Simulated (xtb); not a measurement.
xtb input (GFN2-xTB):

```bash
xtb mol.xyz --gfn 2 --sp --chrg -1 --uhf 0
```
mol.xyz:
```
11

Si    -2.14979165    -0.21274017    -0.33681531
C     -0.34425749    -0.17764219    -0.13295896
C      0.57361849    -1.12173267    -0.55876803
C      1.92274627    -0.80024943    -0.24393471
C      2.15690168     0.39531770     0.43803175
S      0.59107872     1.08722131     0.65881360
H     -2.92135924    -0.19396837     0.94460150
H     -2.59234521    -1.44365408    -1.05953624
H     -2.71125405     0.93746686    -1.11107737
H      0.27599715    -2.02439021    -1.08600521
H      2.73473126    -1.46679324    -0.52780632
```

End of the output:

```
         :::::::::::::::::::::::::::::::::::::::::::::::::::::
         ::                     SUMMARY                     ::
         :::::::::::::::::::::::::::::::::::::::::::::::::::::
         :: total energy             -16.202215309448 Eh    ::
         :: gradient norm              0.035735850467 Eh/a0 ::
         :: HOMO-LUMO gap              2.290506336470 eV    ::
         ::.................................................::
         :: SCC energy               -16.398184497296 Eh    ::
         :: -> isotropic ES            0.109967870769 Eh    ::
         :: -> anisotropic ES          0.005569024193 Eh    ::
         :: -> anisotropic XC          0.007866226381 Eh    ::
         :: -> dispersion             -0.011249214214 Eh    ::
         :: repulsion energy           0.195969187847 Eh    ::
         :: add. restraining           0.000000000000 Eh    ::
         :: total charge              -1.000000000000 e     ::
         :::::::::::::::::::::::::::::::::::::::::::::::::::::

           -------------------------------------------------
          |                Property Printout                |
           -------------------------------------------------

    * Orbital Energies and Occupations

         #    Occupation            Energy/Eh            Energy/eV
      -------------------------------------------------------------
         1        2.0000           -0.5552203             -15.1083
       ...           ...                  ...                  ...
         4        2.0000           -0.3862813             -10.5113
         5        2.0000           -0.3552925              -9.6680
         6        2.0000           -0.3311733              -9.0117
         7        2.0000           -0.3065146              -8.3407
         8        2.0000           -0.2863174              -7.7911
         9        2.0000           -0.2850443              -7.7564
        10        2.0000           -0.2616679              -7.1203
        11        2.0000           -0.2603288              -7.0839
        12        2.0000           -0.2417177              -6.5775
        13        2.0000           -0.2243356              -6.1045
        14        2.0000           -0.1896793              -5.1614
        15        2.0000           -0.1676916              -4.5631
        16        2.0000           -0.1414856              -3.8500 (HOMO)
        17                         -0.0573110              -1.5595 (LUMO)
        18                         -0.0252302              -0.6865
        19                         -0.0154604              -0.4207
        20                          0.0021760               0.0592
        21                          0.0224823               0.6118
        22                          0.0365271               0.9940
        23                          0.0804071               2.1880
        24                          0.1046125               2.8467
        25                          0.1058570               2.8805
        26                          0.2174439               5.9170
        27                          0.2265788               6.1655
       ...                                ...                  ...
        39                          0.8590508              23.3760
      -------------------------------------------------------------
                  HL-Gap            0.0841746 Eh            2.2905 eV
             Fermi-level           -0.0993983 Eh           -2.7048 eV

     #   Z          covCN         q      C6AA      α(0)
     1  14 Si       3.657     0.419    99.478    19.119
     2   6 C        2.867    -0.099    30.499     9.053
     3   6 C        3.140    -0.051    29.020     8.816
     4   6 C        3.202    -0.063    28.950     8.766
     5   6 C        1.970    -0.230    37.880     9.939
     6  16 S        2.500    -0.318   154.872    20.945
     7   1 H        0.908    -0.166     8.540     4.572
     8   1 H        0.908    -0.183     9.588     4.844
     9   1 H        0.908    -0.166     8.540     4.572
    10   1 H        0.925    -0.067     4.542     3.333
    11   1 H        0.925    -0.077     4.814     3.431

 Mol. C6AA /au·bohr⁶  :       3359.277955
 Mol. C8AA /au·bohr⁸  :     113628.044128
 Mol. α(0) /au        :         97.389420

Wiberg/Mayer (AO) data.
largest (>0.10) Wiberg bond orders for each atom

 ---------------------------------------------------------------------------
     #   Z sym  total        # sym  WBO       # sym  WBO       # sym  WBO
 ---------------------------------------------------------------------------
     1  14 Si   3.829 --     2 C    1.044     7 H    0.878     9 H    0.878
                             8 H    0.874
     2   6 C    3.930 --     3 C    1.512     6 S    1.101     1 Si   1.044
                             5 C    0.135
     3   6 C    3.975 --     2 C    1.512     4 C    1.336    10 H    0.964
                             6 S    0.102
     4   6 C    3.954 --     5 C    1.515     3 C    1.336    11 H    0.963
     5   6 C    3.031 --     4 C    1.515     6 S    1.272     2 C    0.135
     6  16 S    2.569 --     5 C    1.272     2 C    1.101     3 C    0.102
     7   1 H    0.973 --     1 Si   0.878
     8   1 H    0.966 --     1 Si   0.874
     9   1 H    0.973 --     1 Si   0.878
    10   1 H    0.995 --     3 C    0.964
    11   1 H    0.994 --     4 C    0.963
 ---------------------------------------------------------------------------

Topologies differ in total number of bonds
Writing topology from bond orders to xtbtopo.mol

molecular dipole:
                 x           y           z       tot (Debye)
 q only:       -0.990      -0.020      -0.112
   full:       -1.344      -0.734      -0.542       4.130
molecular quadrupole (traceless):
                xx          xy          yy          xz          yz          zz
 q only:       -9.993      -0.513       3.229      -2.189      -3.043       6.763
  q+dip:      -12.607      -3.936       4.962      -4.455      -3.056       7.645
   full:      -13.397      -3.717       5.080      -4.507      -3.465       8.318

           -------------------------------------------------
          | TOTAL ENERGY              -16.202215309448 Eh   |
Note: The following floating-point exceptions are signalling: IEEE_UNDERFLOW_FLAG IEEE_DENORMAL
normal termination of xtb
          | GRADIENT NORM               0.035735850467 Eh/α |
          | HOMO-LUMO GAP               2.290506336470 eV   |
           -------------------------------------------------

------------------------------------------------------------------------
------------------------------------------------------------------------
 total:
 SCF:
```

It need not be the lowest isomer of its formula. Whether it binds its extra electron was not tested at this geometry.
